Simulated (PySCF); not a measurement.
**`OC=C1C=CC=C1`, C6H6O**

Geometry:
| atom | x (Å) | y (Å) | z (Å) |
| --- | --- | --- | --- |
| O1 | 2.242 | -0.662 | -0.020 |
| C2 | 1.445 | 0.396 | 0.139 |
| C3 | 0.095 | 0.305 | 0.160 |
| C4 | -0.728 | -0.888 | 0.025 |
| C5 | -2.029 | -0.494 | 0.109 |
| C6 | -2.082 | 0.950 | 0.300 |
| C7 | -0.811 | 1.437 | 0.332 |
| H8 | 3.164 | -0.389 | -0.007 |
| H9 | 1.934 | 1.372 | 0.255 |
| H10 | -0.346 | -1.898 | -0.118 |
| H11 | -2.901 | -1.147 | 0.045 |
| H12 | -2.997 | 1.535 | 0.401 |
| H13 | -0.503 | 2.474 | 0.461 |

Computed, not measured: TDDFT CAM-B3LYP/def2-TZVPD excited states, vertical, gas phase (PySCF). Geometry: PBE0-D3(BJ)/def2-SVP.

Q: How strongly do the lowest singlets absorb one photon, and two photons of half the energy?

A: δ for parallel linear polarisation; σ at the peak of a Lorentzian of half width 0.1 eV, single beam; Ω is circular over linear.
| state | E (eV) | f | photon λ (nm) | δ (au) | σ (GM) | Ω | main |
| --- | --- | --- | --- | --- | --- | --- | --- |
| S1 | 3.66 | 0.014 | 677 | 2.87 | 0.01 | 0.45 | HOMO→LUMO 0.99 |
| S2 | 4.95 | 0.463 | 501 | 75.2 | 0.68 | 0.24 | HOMO−1→LUMO 0.95 |
| S3 | 5.35 | 0.000 | 464 | 0.2 | 0.00 | 1.50 | HOMO−1→LUMO+1 0.83, HOMO→LUMO+1 0.11 |
| S4 | 5.47 | 0.000 | 454 | 35.5 | 0.39 | 1.50 | HOMO→LUMO+1 0.76, HOMO−1→LUMO+1 0.12 |
| S5 | 5.95 | 0.001 | 417 | 53.6 | 0.69 | 1.50 | HOMO→LUMO+2 0.67, HOMO→LUMO+3 0.18 |
| S6 | 6.27 | 0.028 | 395 | 10.8 | 0.15 | 1.50 | HOMO→LUMO+3 0.65, HOMO→LUMO+2 0.13 |
